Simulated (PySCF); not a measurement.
A PySCF script (with the pyscf-properties extension) for the NMR shieldings of `BPBCC`, C2H9B2P, on a GFN2-xTB geometry:

```python
import basis_set_exchange as bse
import numpy as np
from pyscf import gto, dft
from pyscf.prop import nmr

atoms = """
B     3.256164   -0.145110    0.304018
P     1.714428   -0.481044   -0.566419
B     0.117624   -0.230344    0.267903
C    -1.144562    0.316600   -0.516435
C    -2.496164    0.000954    0.128255
H     4.199051    0.226739   -0.277519
H     3.303542   -0.365223    1.452434
H     1.698293    0.040901   -1.842313
H     0.056772   -0.494681    1.408894
H    -1.047599    1.407298   -0.584118
H    -1.156503   -0.034260   -1.552686
H    -3.312975    0.457515   -0.428563
H    -2.527884    0.373948    1.149406
H    -2.660866   -1.073766    0.155076
"""
names = dict.fromkeys(["B", "P", "C", "H"], "pcSseg-1")
basis = {el: gto.basis.parse(bse.get_basis(n, elements=[el], fmt="nwchem")) for el, n in names.items()}
mol = gto.M(atom=atoms, basis=basis, charge=0, verbose=0)
mf = dft.RKS(mol, xc="PBE0")
mf.grids.level = 2
mf.grids.alignment = dft.numint.BLKSIZE   # the property module wants whole blocks of grid points
mf.conv_tol = 1e-9
mf.kernel()

calc = nmr.RKS(mf)   # GIAO
C = mf.mo_coeff
Co = C[:, mf.mo_occ > 0]
resp = mf.gen_response(singlet=True, hermi=2)
def vind(x):   # induced exchange potential for any number of trial vectors
    d = np.einsum("pi,xij,qj->xpq", C, 2 * x.reshape(-1, C.shape[1], Co.shape[1]), Co, optimize=True)
    return np.einsum("xpq,pi,qj->xij", resp(d - d.transpose(0, 2, 1)), C, Co, optimize=True).ravel()
mo1, _ = nmr.rhf.solve_mo1(calc, with_cphf=vind)
sigma = calc.kernel(mo1)
for i, s in enumerate(sigma):   # ppm
    print("%2d %-2s %9.2f" % (i, mol.atom_pure_symbol(i), np.trace(s) / 3))
```

Q: Give the expected output.

A: 
```
 0 B      32.19
 1 P     326.12
 2 B      22.01
 3 C     162.01
 4 C     171.71
 5 H      24.04
 6 H      24.08
 7 H      26.56
 8 H      23.82
 9 H      30.31
10 H      29.85
11 H      30.43
12 H      30.26
13 H      30.49
```

These numbers come from an equivalent density-fitted implementation of the same equations, which agrees with the script to about 0.01 ppm for H and up to a few tenths of a ppm for heavy atoms, so last digits may differ.

Size and cost of the density-fitted run: 137 basis functions, 11 s wall time on 1 thread of an Arm Neoverse V1, shared host; peak memory 0.65 GiB.
